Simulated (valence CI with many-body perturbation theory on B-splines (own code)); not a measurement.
Values are calculated unless marked as measured or tabulated.
Ladder of approximations for In X

Method: configuration interaction combined with many-body perturbation theory (CI+MBPT): four valence electrons over a frozen Dirac-Fock core [Kr], radial functions for each j: 9 s, 9 p, 10 d, 8 f, 5 g, 3 h, 1 i, with the one-electron correlation potential Σ1, the two-electron term Σ2, the three-electron term Σ3, Breit, model QED; selected CI, second order for the rest, scaled by the run's own slope (own B-spline code, finite nucleus).

No measured levels were compared; by estimate terms of the open shell hold to 2 to 4 % of their energy, and close levels can change places. Core correlation moves these levels by up to 5200 cm⁻¹, and in measured spectra 5 to 20 % of such shifts remained as error; rates that hang on mixing are uncertain with them. The list stops below the first excitations out of the core. Only levels of the ground parity were solved; by the run's estimate the other parity begins above the list, which can be wrong where configurations are misplaced.

Each rung adds one term. CI alone is the Dirac-Coulomb CI over the frozen core; QED comes last and gives the full result, which names the levels. Energies are above 4d4 5D_0 on the same rung, in cm⁻¹.

Names give the largest LS component (configuration and term), which can be under half, so a name can repeat, a term be missing and a line seem to break the LS rules; names also repeat where a configuration has a term twice. Letters in brackets count levels of one name in rising energy.

```csv
Level,CI alone
4d4 5D_1,2255
4d4 5D_2,5097
4d4 5D_3,8034
4d4 5D_4,10903
4d4 3P_0 [a],24403
4d4 3H_4,29268
4d4 3H_5,33899
4d4 3G_3,33685
4d4 3P_1 [a],31583
4d4 3H_6,36627
4d4 3F_2 [a],34287
4d4 3F_4 [a],37738
4d4 3G_4,41926
4d4 3P_2 [a],39613
4d4 3F_3 [a],42206
4d4 3G_5,45915
```

(1) What do these energies become with core correlation, Breit and QED?

(2) How does the ionisation energy move along the ladder, and which term matters most?

## Answers

(1) 4d4 5D_1 2318 (+63); 4d4 5D_2 5209 (+112); 4d4 5D_3 8159 (+125); 4d4 5D_4 11024 (+121); 4d4 3P_0 [a] 25006 (+604); 4d4 3H_4 26252 (-3015); 4d4 3H_5 30637 (-3262); 4d4 3G_3 31463 (-2222); 4d4 3P_1 [a] 32278 (+695); 4d4 3H_6 33160 (-3466); 4d4 3F_2 [a] 33258 (-1029); 4d4 3F_4 [a] 35742 (-1997); 4d4 3G_4 39170 (-2756); 4d4 3P_2 [a] 39395 (-218); 4d4 3F_3 [a] 40220 (-1986); 4d4 3G_5 42909 (-3006).

(2) CI alone 175.51, + Σ1 177.36, + Σ2 178.90, + Σ3 178.93, + Breit 178.91, + QED 178.92 eV. The largest step is Σ1, 1.86 eV. NIST lists 178 ± 2.2 eV (theoretical).
